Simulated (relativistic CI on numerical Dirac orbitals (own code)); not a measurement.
## Zr4+: sensitivity of the levels to the model

Base calculation: Dirac-Coulomb-Breit CI, separate exchange-only KLI orbitals for each configuration, a model potential for QED, valence Slater integrals scaled by 0.85, P86 correlation energy added to each configuration.

Configuration list (outside the closed core [Ar] 3d10): 4s2 4p6, 4s2 4p5 4d, 4s2 4p5 4f, 4s 4p6 4d, 4s2 4p5 5s, 4s2 4p5 5p, 4s 4p6 4f, 4s2 4p5 5d, 4s2 4p5 6s, 4s2 4p5 6p, 4s2 4p5 5f, 4s2 4p5 6d, 4s2 4p5 5g, 4p6 4d2, 4p5 4d3, 4p5 4d2 4f, 4p5 4d2 5s, 4p5 4d2 5p. Double excitations out of closed p, d and f shells are left out; levels of such configurations are missing from the list, as are those of other unlisted configurations, and high levels can miss mixing partners. These lack a partner that the ground configuration has and come out too high: 4s2 4p5 5d, 4s2 4p5 6s, 4s2 4p5 6p, 4s2 4p5 5f, 4s2 4p5 6d.

Variants: (1) valence Slater integrals scaled by 0.75; (2) no correlation estimate; (3) Breit term removed; (4) configuration mixing switched off. Shifts of the energy above 4s2 4p6 1S_0, in cm⁻¹, for the lowest level and the first level of each name with at least 55 % of one term (blank where a level changes its place among those of its configuration and J or its character, or is not in the variant):

```tsv
Level	Base	Δ(1)	Δ(2)	Δ(3)	Δ(4)	Measured
4s2 4p6 1S_0	0	0	0	0	0	0
4s2 4p5 4d 3P°_0	242684	+2063	-1940	+229	+95	241381
4s2 4p5 4d 3P°_1	244834	+1979	-1940	+281	+102	243561
4s2 4p5 4d 3P°_2	249191	+1788	-1941	+369	+107	247962
4s2 4p5 4d 3F°_4	251619	+1235	-1950	+334	+550	251283
4s2 4p5 4d 3F°_3	254304	+973	-1948	+299	+491	253753
4s2 4p5 4d 3F°_2	258273	+727	-1946	+328	+392	257361
4s2 4p5 4d 3D°_3	266814	-609	-1937	+329	+32	265846
4s2 4p5 4d 3D°_1	272903	-591	-1937	+399	-15	271602
4s2 4p5 4d 3D°_2	276235	-324	-1936	+535	-46	274655
4s2 4p5 5s 3P°_2	329858	+158	-6515	+149	+66	325015
4s2 4p5 4d 1P°_1	333776	-8469	-2402	+436	+7227	328941
4s2 4p5 5s 3P°_0	345353	+153	-6517	+427	+103	340315
4s2 4p5 5p 3S_1	376253	+835	-7032	+136	+172	371895
4s2 4p5 5p 3D_2	380793	+116	-7034	+109	+192	376898
4s2 4p5 5p 3D_3	382433	+250	-7035	+160	+126	378753
4s2 4p5 5p 3P_2	386460	-224	-7032	+163	+144	382985
4s2 4p5 5p 3P_0	392381	-702	-7035	+213	+371	388853
4s2 4p5 5p 3D_1	396105	+71	-7036	+380	+147	391998
4s2 4p5 5p 3P_1	400055	-124	-7031	+423	+93	396300
4s2 4p5 5p 1S_0	406689	-1559	-7049	+368	+1439	402688
4s2 4p5 4f 3D_1	451480	+2745	-9362	+265	+12779	460477
```

At this charge configurations can still be misplaced by up to about 7 % of their energy. 48 of the 69 excited levels that our extract of the measured tables holds in this range could be paired (the sources list more); they are missed by 4944 cm⁻¹ on average and 57271 at most, and levels without a partner can miss by more.

Measured levels: measured levels as listed in Rauch et al., Astron. Astrophys. 599, A142 (2017).

Ionisation energy from the two ground configurations alone: base 80.6 eV; no correlation estimate 79.18 eV; Breit term removed 80.63 eV. The NIST ASD value (semi-empirical) is 80.348 eV.

LS names give the leading component of a level, which can be under half, so a name can repeat, a term be missing and a line seem to break the LS rules.
